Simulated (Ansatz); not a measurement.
```yaml
crystal:
  periodic: [false, false, false]
  atoms:
    - {symbol: Si, position_ang: [-1.073314, 0.960300, -0.913023]}
    - {symbol: Sn, position_ang: [0.747606, -0.471690, 0.029917]}
    - {symbol: S, position_ang: [0.111956, -0.847697, 2.285094]}
    - {symbol: H, position_ang: [-2.319716, 0.340118, -0.791260]}
    - {symbol: H, position_ang: [-0.803564, 1.307673, -2.351073]}
    - {symbol: H, position_ang: [-1.028139, 2.338719, -0.206131]}
    - {symbol: H, position_ang: [2.289001, 0.174927, -0.002802]}
    - {symbol: H, position_ang: [0.872859, -2.000729, -0.764823]}
    - {symbol: H, position_ang: [1.242588, -1.628054, 2.588570]}
basis:
  gaussian: {orbitals: def2-mTZVPP, fitting: {mean_field: def2-universal-jkfit}, point_charges: [{charge: 2.00, position_ang: [5.097, 0.279, 0.281]}]}
hamiltonian: {xc: {name: SVWN5}}
```

```sh
$ ansatz run in.yaml --threads 2 --pin off --events-out ev --progress --plain --max-ram 4352MiB
```

It prints (some lines left out):

```
Functional definition: SVWN5
582 factors; integrals over basis functions are off by at most 4.3e-1 eV
mean field evaluation 1: about -24562.6408 eV, gradient 2.3e1 eV
mean field evaluation 2: about -24563.0824 eV, gradient 2.1e1 eV
mean field evaluation 4: about -24564.3853 eV, gradient 2.1e0 eV
mean field evaluation 8: about -24564.4025 eV, gradient 3.0e-2 eV
mean field -24564.40246912 eV, -902.7251403901 hartree, gradient 3.1e-5 eV, S^2 0.000000; 0 other end points of the search recorded, 0 dependent functions left out
reference -24564.40252265 eV, -902.7251423574 hartree; 29, 29 occupied and 91, 91 virtual orbitals, 582 factors
Total energy: -24564.40252265 eV, -902.7251423574 hartree
```

It took 1.6 s on 2 threads of an AMD EPYC on a shared host, with 0.14 GiB of host memory at the peak.
